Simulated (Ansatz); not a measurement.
Computed with Ansatz on PBE0-D4/def2-TZVP structures; ΔE is electronic, products minus reactants. CCSD(T)/CBS adds triple-zeta CCSD(T) − MP2 to the extrapolated MP2 energy (def2 sets, frozen cores). This one scheme is used for every species. Functionals use def2-TZVPP. B3LYP here is the variant with VWN-RPA as its local correlation; programs differ in this. HSE06 is defined as in plane-wave codes. Each species was taken in one conformer, which may not be the lowest.

`[OH][Al]1[CH2][NH]1` + BH₃ → `[BH2][Al]1[CH2][NH]1` + H₂O  (formal exchange of groups at the Al–O bond)

```csv
level,ΔE (kJ/mol),difference from CCSD(T)/CBS
B3LYP-D4,136.9,1.1
ωB97M-V,140.3,4.5
r2SCANh,134.6,-1.2
HSE06,121.2,-14.6
BHLYP,147.1,11.3
HF/def2-SVP,148.2,12.4
HF/def2-TZVPP,155.7,19.9
SCS-MP2/def2-TZVPP,150.2,14.4
HF/CBS(def2),156.1,20.3
CCSD/CBS(def2),138.6,2.8
CCSD(T)/CBS,135.8,0
```

Largest T1 diagnostic among the species: 0.016.

From BLYP to BHLYP (50 % exact exchange), in def2-TZVPP and without D4, ΔE moves by +16.2 kJ/mol. Leaving LDA and LC-ωPBE aside and taking each functional with its dispersion term where it has one, the values, not all of them listed here, spread over 34.1 kJ/mol, from PBE-D4 to BHLYP-D4. In def2-TZVPP, CCSD(T) changes the Hartree–Fock value by −18.4 kJ/mol (the triples alone add −2.8 kJ/mol) and MP2 by −7.0 kJ/mol.
